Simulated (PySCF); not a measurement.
A structure optimised at PBE-D3(BJ)/def2-SVP, used in a PySCF frequency run:

```xyz
8

Se     0.0351     0.1172     0.8481
S      0.3960     2.0095    -0.3083
H      1.7601     2.0077    -0.2206
S      0.2446    -1.5318    -0.6113
C     -1.3633    -1.5110    -1.4809
H     -2.2031    -1.6755    -0.7795
H     -1.3266    -2.3397    -2.2169
H     -1.4918    -0.5526    -2.0200
```
Charge 0, spin multiplicity 1.

### Question
Write its SMILES and formula.

### Answer
CS[Se]S, CH₄S₂Se

### Question
What are its rotational constants (standard atomic weights)?

### Answer
4.2883, 1.6662, 1.3797 GHz
